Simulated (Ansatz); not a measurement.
Cl2In (SMILES [Cl][In+][Cl]), charge +1, singlet, at a GFN2-xTB geometry (such geometries of metal compounds can be far from the true shape) (core potentials on In), atoms displaced at random by about 0.02 Å a coordinate; Ansatz (a program for electronic structure) with PBE0/def2-SV(P).

The Ansatz input:
Ansatz 0.2 input:
```yaml
crystal:
  periodic: [false, false, false]
  atoms:
    - {symbol: In, position_ang: [0.01161064, 0.00961668, 0.01504719]}
    - {symbol: Cl, position_ang: [0.00592205, 0.01341066, 2.30644866]}
    - {symbol: Cl, position_ang: [-0.00134892, -0.02685037, -2.29524164]}
basis:
  gaussian:
    orbitals: def2-SV_P_.json
hamiltonian:
  xc: pbe0
total_charge: 1
relax: {f_tol: 0.05}
```
The basis file holds def2-SV(P) in the JSON format of the Basis Set Exchange.

Output, abridged:

```
Functional definition: PBE0
703 factors; integrals over basis functions are off by at most 2.3e-4 eV
mean field evaluation 1: about -30192.3002 eV, gradient 3.8e1 eV
mean field evaluation 2: about -30182.9294 eV, gradient 6.8e1 eV
mean field evaluation 4: about -30196.9080 eV, gradient 1.8e0 eV
mean field evaluation 8: about -30196.9184 eV, gradient 1.3e-2 eV
mean field -30196.91838579 eV, -1109.7162824712 hartree, gradient 3.7e-5 eV, S^2 0.000000; 0 other end points of the search recorded, 0 dependent functions left out
the calculation of the forces begins
reference -30196.91841410 eV, -1109.7162835118 hartree; 27, 27 occupied and 35, 35 virtual orbitals, 703 factors
relax step   1: F+E_penalty+E_count = -30196.91838579 eV  Δ(F+E_penalty+E_count) = +0.000e0 eV  max|allowed force component| = 1.025e0 eV/Å  Δτ_max = 0.0000 Å  (24 SCF iters, accepted)
these checks for a lower state are left out or cut short: starts, cluster_reference, orbital_swaps, neighbouring_geometries, increment
703 factors; integrals over basis functions are off by at most 2.0e-4 eV
mean field evaluation 16: about -30196.9668 eV, gradient 4.4e-2 eV
mean field -30196.96900567 eV, -1109.7181427177 hartree, gradient 7.1e-6 eV, S^2 0.000000; 0 other end points of the search recorded, 0 dependent functions left out
the calculation of the forces begins
reference -30196.96903431 eV, -1109.7181437701 hartree; 27, 27 occupied and 35, 35 virtual orbitals, 703 factors
relax step   2: F+E_penalty+E_count = -30196.96900567 eV  Δ(F+E_penalty+E_count) = -5.062e-2 eV  max|allowed force component| = 2.698e-1 eV/Å  Δτ_max = 0.0711 Å  (27 SCF iters, accepted)
these checks for a lower state are left out or cut short: starts, cluster_reference, orbital_swaps, neighbouring_geometries, increment
703 factors; integrals over basis functions are off by at most 2.0e-4 eV
mean field -30196.97142905 eV, -1109.7182317753 hartree, gradient 1.8e-5 eV, S^2 0.000000; 0 other end points of the search recorded, 0 dependent functions left out
the calculation of the forces begins
reference -30196.97145764 eV, -1109.7182328257 hartree; 27, 27 occupied and 35, 35 virtual orbitals, 703 factors
relax step   3: F+E_penalty+E_count = -30196.97142905 eV  Δ(F+E_penalty+E_count) = -2.423e-3 eV  max|allowed force component| = 8.355e-3 eV/Å  Δτ_max = 0.0124 Å  (27 SCF iters, accepted)
703 factors; integrals over basis functions are off by at most 2.0e-4 eV
mean field evaluation 32: about -30196.9714 eV, gradient 1.8e-5 eV
mean field -30196.97142905 eV, -1109.7182317753 hartree, gradient 1.8e-5 eV, S^2 0.000000; 1 other end points of the search recorded, 0 dependent functions left out
the calculation of the forces begins
reference -30196.97145764 eV, -1109.7182328257 hartree; 27, 27 occupied and 35, 35 virtual orbitals, 703 factors
Total energy: -30196.97145764 eV, -1109.7182328257 hartree
Atom 0 at     0.007509     0.002418     0.008842 Å, force    -0.003828    -0.006726    -0.007161 eV/Å
Atom 1 at     0.007873     0.016504     2.254015 Å, force     0.001901     0.003313    -0.001194 eV/Å
Atom 2 at     0.000802    -0.022744    -2.236603 Å, force     0.001926     0.003414     0.008355 eV/Å
Dipole moment:     0.001976     0.003452     0.000200 e Å
```
